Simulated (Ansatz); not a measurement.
```yaml
crystal:
  periodic: [false, false, false]
  atoms:
    - {symbol: C, position_ang: [-3.604597, 0.329085, -2.449930]}
    - {symbol: Hf, position_ang: [-0.112446, 0.343118, 0.246470]}
    - {symbol: C, position_ang: [0.134557, -3.471493, 2.459684]}
    - {symbol: C, position_ang: [3.588431, 0.567696, -2.157439]}
    - {symbol: N, position_ang: [-0.189312, 3.420814, 2.837131]}
    - {symbol: H, position_ang: [-2.985992, 0.508516, -4.531501]}
    - {symbol: H, position_ang: [-4.735818, -1.524657, -2.274931]}
    - {symbol: H, position_ang: [-4.990594, 1.961011, -2.053906]}
    - {symbol: H, position_ang: [0.804673, -5.073679, 1.143105]}
    - {symbol: H, position_ang: [-1.805470, -4.064063, 3.252020]}
    - {symbol: H, position_ang: [1.514836, -3.405685, 4.139568]}
    - {symbol: H, position_ang: [3.728759, -1.139046, -3.505391]}
    - {symbol: H, position_ang: [3.665380, 2.364030, -3.383525]}
    - {symbol: H, position_ang: [5.384895, 0.560452, -0.929693]}
    - {symbol: H, position_ang: [1.117459, 3.696440, 4.335445]}
    - {symbol: H, position_ang: [-1.514801, 4.927440, 2.872853]}
basis:
  gaussian: {orbitals: def2-SVPD}
hamiltonian: {xc: {name: revPBE}, dispersion: d3bj}
output: {forces: true}
```

```sh
$ ansatz run in.yaml --threads 4 --pin off --events-out ev --progress --plain --max-ram 11315MiB
```

It prints (some lines left out):

```
Functional definition: revPBE
1706 factors; their error is unknown
mean field evaluation 1: about -5985.1754 eV, gradient 8.1e1 eV
mean field evaluation 2: about -4973.1627 eV, gradient 3.7e2 eV
mean field evaluation 4: about -5487.1589 eV, gradient 2.5e2 eV
mean field evaluation 8: about -6018.8283 eV, gradient 5.7e1 eV
mean field evaluation 16: about -6029.3371 eV, gradient 1.9e-1 eV
mean field evaluation 32: about -6029.3658 eV, gradient 2.7e-3 eV
mean field -6029.36582608 eV, -221.5751072575 hartree, gradient 3.1e-6 eV, S^2 0.000000; 10 other end points of the search recorded, 0 dependent functions left out
reference -6029.36597199 eV, -221.5751126196 hartree; 24, 24 occupied and 179, 179 virtual orbitals, 1706 factors
Total energy: -6029.92024753 eV, -221.5954818700 hartree
Atom 0 at    -3.604597     0.329085    -2.449930 Å, force    -1.692667    -0.063036    -1.362006 eV/Å
Atom 1 at    -0.112446     0.343118     0.246470 Å, force    -0.071362    -0.057014     0.112520 eV/Å
Atom 2 at     0.134557    -3.471493     2.459684 Å, force     0.093104    -1.939577     1.004431 eV/Å
Atom 3 at     3.588431     0.567696    -2.157439 Å, force     1.854856     0.098013    -1.224647 eV/Å
Atom 4 at    -0.189312     3.420814     2.837131 Å, force     0.162696     2.287856     1.655406 eV/Å
Atom 5 at    -2.985992     0.508516    -4.531501 Å, force    -0.720299    -0.202892     2.323594 eV/Å
Atom 6 at    -4.735818    -1.524657    -2.274931 Å, force     1.248392     2.088221    -0.217550 eV/Å
Atom 7 at    -4.990594     1.961011    -2.053906 Å, force     1.539907    -1.835184    -0.458663 eV/Å
Atom 8 at     0.804673    -5.073679     1.143105 Å, force    -0.753994     1.777630     1.503020 eV/Å
Atom 9 at    -1.805470    -4.064063     3.252020 Å, force     2.186734     0.646722    -0.880732 eV/Å
Atom 10 at     1.514836    -3.405685     4.139568 Å, force    -1.557247    -0.089315    -1.888380 eV/Å
Atom 11 at     3.728759    -1.139046    -3.505391 Å, force    -0.134927     1.912703     1.492989 eV/Å
Atom 12 at     3.665380     2.364030    -3.383525 Å, force    -0.059329    -2.024223     1.360949 eV/Å
Atom 13 at     5.384895     0.560452    -0.929693 Å, force    -1.998086     0.008350    -1.400342 eV/Å
Atom 14 at     1.117459     3.696440     4.335445 Å, force    -2.222091    -0.287982    -2.217367 eV/Å
Atom 15 at    -1.514801     4.927440     2.872853 Å, force     2.124314    -2.320273     0.196778 eV/Å
Dipole moment:    -0.071374     0.339230     0.314644 e Å
```

In this input the coordinates are in bohr but typed as ångström. The run converged. The result belongs to that input, not to the molecule as meant.
